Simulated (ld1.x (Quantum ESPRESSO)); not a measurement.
## Ranking TM potentials for fluorine

All share these settings but for the change named:

| Property | Result |
| --- | --- |
| Element | fluorine |
| Generator | ld1.x (Quantum ESPRESSO) 7.5 |
| Type | norm-conserving Troullier–Martins (Kleinman–Bylander form) |
| Functional | PBE |
| Relativity | scalar-relativistic |
| Frozen core | [He] |
| Valence charge | 7 |
| Reference configuration | 2s2 2p3 (charge +2) |
| Partial waves | 2s (bound): rc 0.70 bohr; 2p (bound): rc 0.85 bohr; 3d channel at 0.3 Ry: rc 0.90 bohr |
| Local potential | all-electron potential smoothed inside 0.65 bohr (lloc = -2) |
| Core correction | a·sin(br)/r model core inside 0.55 bohr |

Test errors are all-electron minus pseudo excitation energies from the reference, over 2s2 2p5; 2s2 2p4; 2s2 2p2; 2s2 2p1; 2s2 2p5.3; 2s1 2p6; 2s2 2p4.5. None of these files shows a bound ghost.

The base gives 196.2 meV.

Of 7 variants that were run, those that failed, showed a ghost or another fault, or gave nearly equal values are left out.

A variant can come out equal or close to the base, since the largest error may sit in a test that the change hardly touches while other tests move.

Task: Rank these variants by their largest absolute test error, smallest first.
A. wave 3d channel at 0.3 Ry: rc 0.90 bohr becomes 3d channel at 0.3 Ry: rc 0.58 bohr
B. all radii but the core radius scaled by about 1.35 (s 0.94, p 1.14, d 1.22 bohr); local potential all-electron potential smoothed inside 0.88 bohr (lloc = -2)
C. wave 2s (bound): rc 0.70 bohr becomes 2s (bound): rc 1.08 bohr

Result: A (196.2 meV), C (318.4 meV), B (537.3 meV).
